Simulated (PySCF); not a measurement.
# Stationary points of Na2F2

Computed with PySCF, PBE0, basis Na def2-TZVP, F def2-TZVP (no relativity, density fitting).

Relaxations began from a few typed shapes. The search is not exhaustive: other isomers or separated fragments can lie lower, and high-lying points may rest on an excited occupation.

(1) Which is the lowest minimum found?
A. singlet D2h: Na–F 2.071 Å (×4); F–Na–F 93.7° (×2), Na–F–Na 86.3° (×2)
B. singlet D2h: Na–F 2.071 Å (×4); F–Na–F 93.9° (×2), Na–F–Na 86.1° (×2)

Results:

(1) A. The others lie at 0.3 (singlet D2h) kJ/mol above it.
